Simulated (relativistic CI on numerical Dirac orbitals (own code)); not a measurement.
# One change at a time: Tm II

Base calculation: Dirac-Coulomb-Breit CI, orbitals from a KLI potential per configuration, QED by a radiative potential, valence Slater integrals scaled by 0.85, P86 correlation energy added to each configuration.

Configurations in the expansion (outside the closed core [Xe]): 4f13 6s, 4f12 6s2, 4f12 6s 5d, 4f13 5d, 4f13 6p, 4f12 5d2, 4f12 6s 6p, 4f13 6d, 4f13 7s, 4f12 6p2, 4f12 5d 6d, 4f14, 4f13 7p, 4f12 6s 7s, 4f13 8s, 4f13 5f, 4f12 6s 7p, 4f12 5d 7s, 4f13 7d, 4f13 8p, 4f12 6s 6d, 4f13 5g, 4f13 6f, 4f12 6s 5f, 4f13 9s, 4f12 5f 6p, 4f12 6s 8s, 4f13 8d, 4f12 6s 7d, 4f12 7s2, 4f12 6s 5g, 4f12 6s 9s, 4f12 6d 7s. Double excitations out of closed p, d and f shells are left out; levels of such configurations are missing from the list, as are those of other unlisted configurations, and high levels can miss mixing partners.

Variants: (1) no correlation estimate; (2) self-excluded LDA correlation estimate; (3) QED terms removed. Shifts of the energy above 4f12 6s2 3H_6, in cm⁻¹, for the lowest level and the first level of each name with at least 55 % of one term (blank where a level changes its place among those of its configuration and J or its character, or is not in the variant):

| Level | Base | Δ(1) | Δ(2) | Δ(3) |
| --- | --- | --- | --- | --- |
| 4f12 6s2 3H_6 | 0.0 | 0.0 | 0.0 | 0.0 |
| 4f12 6s 5d 5F_5 | 3038.6 | +1575.5 | -397.9 | +111.6 |
| 4f12 6s 5d 5K_8 | 5920.4 | +1586.8 | -403.2 | +110.5 |
| 4f12 6s 5d 5K_9 | 5968.4 | +1578.1 | -399.6 | +104.9 |
| 4f12 6s 5d 5G_6 | 6000.6 | +1585.3 | -402.8 | +110.1 |
| 4f12 6s2 3H_5 | 8117.0 | +4.7 | -3.0 | -35.2 |
| 4f12 6s 5d 5H_7 | 8484.5 | +1593.9 | -406.6 | +110.9 |
| 4f12 6s 5d 5I_8 | 8992.0 | +1606.5 | -409.7 | +109.3 |
| 4f12 6s 5d 3K_8 | 9898.9 | +1700.2 | -434.9 | +120.7 |
| 4f13 6s 3F°_4 | 12344.0 | +4707.0 | -461.2 | +234.9 |
| 4f12 6s 5d 5F_2 | 13378.1 | +1576.3 | -397.4 | +84.1 |
| 4f12 6s2 3F_3 | 14903.4 | -16.1 | -29.2 | -17.1 |
| 4f12 5d2 5D_4 | 15805.6 | +3496.2 | -860.3 | +184.8 |

For a near-neutral ion this model can misplace configurations by up to about 10,000 cm⁻¹ (more where the count of f electrons changes) and terms by 10 to 25 % of their spread. Rates follow the energies as ν³ (E1, M1) or ν⁵ (E2), so they and the lifetimes can be off by large factors. The fine structure of a lone outer electron comes out too small, for d and f at times inverted, and misplaced configurations move strength between like terms. 17 of the 37 excited levels that our extract of the measured tables holds in this range could be paired (the sources list more); they are missed by 6618 cm⁻¹ on average and 26841 at most, and levels without a partner can miss by more. Some levels of the ground configuration have no partner and can miss by 10 % or more. The computed lowest level isn't the tabulated ground level, which NIST ASD gives as 4f13 (2F*<7/2>) 6s<1/2> (7/2,1/2)°4.

Ionisation energy from the two ground configurations alone: base 11.54 eV; no correlation estimate 11.02 eV; self-excluded LDA correlation estimate 11.69 eV; QED terms removed 11.56 eV. The NIST ASD value (semi-empirical) is 12.065 eV. The gap of more than 2 % comes from missing correlation, or from a tabulated value that is itself an estimate.

LS names give the leading component of a level, which can be under half, so a name can repeat, a term be missing and a line seem to break the LS rules.
